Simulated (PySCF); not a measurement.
C6H4N2.
Geometry (PBE0-D3(BJ)/def2-TZVP, Å), atoms numbered from 1 in this order:
```xyz
12
C6H4N2 angstrom
N      3.3695    0.9655   -0.0863
C      2.2743    0.6109   -0.0589
C      0.9209    0.1671   -0.0243
C     -0.1351    1.0747   -0.0009
C     -1.4234    0.5790    0.0328
C     -1.6057   -0.7972    0.0418
N     -0.6053   -1.6723    0.0194
C      0.6292   -1.1988   -0.0130
H      0.0622    2.1396   -0.0091
H     -2.2771    1.2446    0.0520
H     -2.6071   -1.2167    0.0683
H      1.4375   -1.9234   -0.0309
```

All values: wB97X-D/pcSseg-2 (PySCF, non-relativistic), on one gas-phase PBE0-D3(BJ)/def2-TZVP geometry that isn't relaxed in the solvent. The solvent is an IEF-PCM continuum (van der Waals radii × 1.2). Specific hydrogen bonds and non-electrostatic terms are outside this model.

Gas phase at wB97X-D/pcSseg-2: HOMO -9.96 eV, LUMO -0.27 eV, dipole 4.02 D.

Task: What does the continuum do to the energy, the frontier levels and the dipole at wB97X-D/pcSseg-2 in chloroform?

Result: 
```
   solvent      ε  E(solvent) − E(gas) (kcal/mol)  polarisation term (kcal/mol)  distortion of the solute (kcal/mol)  HOMO (eV)  LUMO (eV)  dipole (D)
chloroform  4.711                           -5.79                         -6.70                                 0.91      -9.81      -0.12        4.95
```

Polarisation term: ½ Σ q·V over the induced surface charges. Distortion: the rise of the solute's own energy as its density leaves the gas-phase optimum.

Task: Which radius a makes the point-dipole formula ΔE = −[(ε − 1)/(2ε + 1)]·μ²/a³ give the value in chloroform, with the gas-phase dipole?

Result: μ = 1.583 au and |ΔE| = 0.00923 Eh give a = 2.43 Å; the farthest nucleus lies 3.50 Å from the centroid of the nuclei, so such a sphere wouldn't even hold the nuclei. The formula assumes a rigid point dipole at the centre of a sphere.

Task: Give the dipole vector in the frame of the coordinates (D, pointing from negative to positive charge), gas and chloroform.

Result: Gas (-3.94, 0.83, 0.09), solvent (-4.83, 1.11, 0.11). Its length changes by +23 % and its direction by 1°.

Note: wB97X-D ran without an empirical dispersion term, which enters the total energy and its gradient alone.
